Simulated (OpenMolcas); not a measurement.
Ti2+ with its 6 nearest fluoride ions at 2.163 Å, on the Cd site of idealised cubic KCdF3 (a = 4.302 Å, distance in the model lattice 2.151 Å). The rest of the host is ab initio model potentials to 7.6 Å, with orthogonalisation functions on the cations behind the ligands, and point charges beyond; the distance is set by hand and nothing relaxes. Ligand basis ANO-RCC-VDZP.
```
Ti    0.0000    0.0000    0.0000
F     2.1630    0.0000    0.0000
F     0.0000    2.1630    0.0000
F    -2.1630    0.0000    0.0000
F     0.0000   -2.1630    0.0000
F     0.0000    0.0000    2.1630
F     0.0000    0.0000   -2.1630
```

```yaml
Program: OpenMolcas
Method: CASSCF
Basis: ANO-RCC-VDZP [5s4p2d1f]
Scalar_Hamiltonian: DKH2, point nucleus
Active_space: 2 electrons in 5 orbitals (3d)
State_averaging: 2S+1 = 3 even, 10 roots; 2S+1 = 1 even, 15 roots
Spin-orbit_coupling: RASSI with atomic mean-field integrals over the reference wave functions
```

(1) What is the spin-free ground state (labels of O, the rotations of Oh)?

(2) Where is the first state of the same spin?

(3) What are the lowest two levels with spin-orbit coupling?

(4) What is χT at 300 K, and how does it compare with the textbook value?

(5) Which ligand-field parameters describe the states?

## Answers

(1) 3T1, 3-fold in its orbital part, 95 % from free-ion F terms; it has the highest spin that d2 allows.

(2) 3T2 at 10400 cm-1 above the ground state.

(3) A 2-fold level E, then a 3-fold level T2 2.7 cm-1 above it. Their leading multiplicities are 3 (100 %) and 3 (100 %).

(4) The lowest level has 2S+1 = 3, for which the spin-only value is χT = S(S+1) / 2 = 1.000 cm3 K/mol (g = 2). The computed 1.094 at 300 K differs by +0.094, through orbital momentum, spin-orbit coupling and any other state in reach. With a threefold ground state the orbital momentum is unquenched, so the spin-only value is not expected to hold.

(5) A least-squares ligand-field fit to the states below 45000 cm-1, each weighted by its degeneracy and with a free common offset, gives 10Dq = 12110 cm-1, B = 861 cm-1 and C = 3207 cm-1 (C/B = 3.73), with an rms deviation of 200 cm-1. The same method and metal basis give the free ion B = 884 cm-1 (fit to its terms below 60000 cm-1, rms deviation 77 cm-1), so the nephelauxetic ratio is β = 861 / 884 = 0.97; it hangs on how both fits weigh the states, and computed free-ion B values tend to be too large, so β mixes covalency with correlation.

An orbital triplet at a regular site is open to Jahn-Teller coupling, which can distort the site and quench the lowest spin-orbit gaps and is left out. Without dynamic correlation the repulsion within the d shell is too large (B by tens of per cent), so at a given field states of lower spin stand too high. Ligand-to-metal charge-transfer states are missing. With no ligand orbital active B as a rule stays too high, so bands that hang on it stand too high and its fall with covalency is understated. With metal d orbitals alone and no dynamic correlation 10Dq can be off by a tenth to a fifth, either way, in oxide and fluoride hosts. No measured value stands beside these numbers; the geometry was set by hand and not optimised.
